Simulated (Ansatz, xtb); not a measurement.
Relative energy of two isomers of C3H5BrSi

We compare I, `C#CC[SiH2]Br`, a singlet, with II, `CC#C[SiH2]Br`, a singlet. Both are isolated molecules in the gas phase, relaxed with PBE-D3(BJ)/def2-SVP; each stands in its lowest conformer found.

Problem. Estimate which is lower in electronic energy at CCSD(T)/def2-SVP + ΔMP2/def2-TZVPP, and by roughly how much.

Solution. The CCSD(T)/def2-SVP + ΔMP2/def2-TZVPP calculation puts structure II lower, by 9.7 kcal/mol.

Level by level:

```csv
level,geometry,E(II) − E(I) (kcal/mol),departure from the last row (kcal/mol),"job, with rough time for the two"
GFN2-xTB,GFN2-xTB,−8.5,+1.2,"optimisation, 0.29 s"
HF/STO-3G,GFN2-xTB,−11.5,−1.8,"single point, 0.9 s"
r2SCAN-D4/def2-SVP,GFN2-xTB,−10.7,−1.0,"single point, 3.8 s"
PBE-D3(BJ)/def2-SVP,PBE-D3(BJ)/def2-SVP,−9.4,+0.3,"optimisation, 46 s"
HF/def2-SVP,PBE-D3(BJ)/def2-SVP,−11.4,−1.7,part of the CCSD(T) run
MP2/def2-SVP,PBE-D3(BJ)/def2-SVP,−10.0,−0.3,part of the CCSD(T) run
CCSD(T)/def2-SVP,PBE-D3(BJ)/def2-SVP,−9.8,−0.1,single point
CCSD(T)/def2-SVP + ΔMP2/def2-TZVPP,PBE-D3(BJ)/def2-SVP,−9.7,,"single point, 78 s"
```

As drawn, both hold the same kinds of bond in the same numbers. Structure I has 0 methyl groups, II 1.

The levels shown agree on the order. The largest departure from CCSD(T)/def2-SVP + ΔMP2/def2-TZVPP is that of HF/STO-3G, 1.8 kcal/mol. The last row adds to CCSD(T) the change of the MP2 difference between the two basis sets, here +0.1 kcal/mol.

With thermal terms from frequencies at re-optimised GFN2-xTB minima (ideal gas, soft modes damped towards free rotors, one conformer each, 298.15 K, 1 atm): the zero-point term adds +0.5 kcal/mol; ΔH is −9.0 and ΔG −9.9 kcal/mol.

The correlated steps freeze 17 core orbitals; the filled d shell of Br is correlated, in a basis made for valence electrons. Codes used: Ansatz 0.2.0, xtb 6.7.1; the last row on 2 threads of Intel(R) Xeon(R) Processor @ 2.70GHz on a shared host.
